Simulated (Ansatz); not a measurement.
C2H4BSi, SMILES `C#C[B-][SiH3]` (excited singlet) (charge -1, multiplicity 1). This singlet is an excited state, 0.24 eV above the relaxed triplet at the level B3LYP/aug-cc-pVTZ // PBE0-D3(BJ)/def2-TZVPD (Ansatz, a program for electronic structure).

Level of theory: B3LYP/aug-cc-pVTZ // PBE0-D3(BJ)/def2-TZVPD in Ansatz.

Ansatz 0.2 input:
```yaml
crystal:
  periodic: [false, false, false]
  atoms:
    - { symbol: C, position_ang: [2.505511, 1.376409, -0.307601] }
    - { symbol: C, position_ang: [1.500045, 0.567839, -0.394818] }
    - { symbol: B, position_ang: [0.382447, -0.272423, -0.455568] }
    - { symbol: Si, position_ang: [-1.501469, -0.595925, -0.174571] }
    - { symbol: H, position_ang: [3.486735, 1.07142, -0.690274] }
    - { symbol: H, position_ang: [-2.218275, -0.353422, -1.472747] }
    - { symbol: H, position_ang: [-2.290033, 0.211086, 0.837427] }
    - { symbol: H, position_ang: [-1.864969, -2.004986, 0.206461] }
basis:
  gaussian: { orbitals: aug-cc-pVTZ }
hamiltonian:
  xc: b3lyp
total_charge: -1
```

Output:

```
Functional definition: B3LYP
1231 factors; their error is unknown
mean field evaluation 1: about -10686.7566 eV, gradient 4.3e1 eV
mean field evaluation 2: about -10631.6823 eV, gradient 1.1e2 eV
mean field evaluation 4: about -10691.1855 eV, gradient 1.8e1 eV
mean field evaluation 8: about -10692.1077 eV, gradient 1.1e-1 eV
mean field evaluation 16: about -10692.1292 eV, gradient 4.1e-4 eV
mean field -10692.12921650 eV, -392.9285013210 hartree, gradient 6.0e-5 eV, S^2 0.000000; 0 other end points of the search recorded, 0 dependent functions left out
reference -10692.12955530 eV, -392.9285137715 hartree; 18, 18 occupied and 262, 262 virtual orbitals, 1231 factors
Total energy: -10692.12955530 eV, -392.9285137715 hartree
```
